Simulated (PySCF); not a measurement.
Si(H)(Me)(SMe)2, SMILES S(C)[SiH](C)SC (GFN2-xTB optimised geometry):

```
16

Si    -0.873    -0.703     0.000
C     -1.581    -1.660    -1.470
S      1.283    -0.703     0.000
C      1.576    -0.064    -1.675
S     -1.563    -1.657     1.789
C     -0.362    -1.047     3.013
H     -1.283     0.703     0.000
H     -1.132    -2.647    -1.555
H     -2.651    -1.794    -1.353
H     -1.410    -1.129    -2.402
H      1.063     0.883    -1.801
H      2.647     0.078    -1.771
H      1.231    -0.787    -2.407
H      0.644    -1.256     2.665
H     -0.503     0.019     3.160
H     -0.562    -1.581     3.935
```

Method: PBE0/def2-TZVP (PySCF).

What are the frontier orbital energies and the dipole moment?

HOMO-2 -8.28 eV, HOMO-1 -6.79 eV, HOMO -6.74 eV, LUMO 0.01 eV, LUMO+1 0.44 eV; dipole moment 1.63 D.

On the same geometry PBE/def2-TZVP (PySCF) gives HOMO-2 -7.07 eV, HOMO-1 -5.59 eV, HOMO -5.53 eV, LUMO -0.89 eV, LUMO+1 -0.48 eV; dipole moment 1.53 D.

Meta-Löwdin charges at PBE0/def2-TZVP: Si1 0.68, C2 -0.61, S3 -0.20, C4 -0.40, S5 -0.18, C6 -0.40, H7 -0.12, H8 0.14, H9 0.14, H10 0.13, H11 0.13, H12 0.15, H13 0.13, H14 0.14, H15 0.13, H16 0.14.
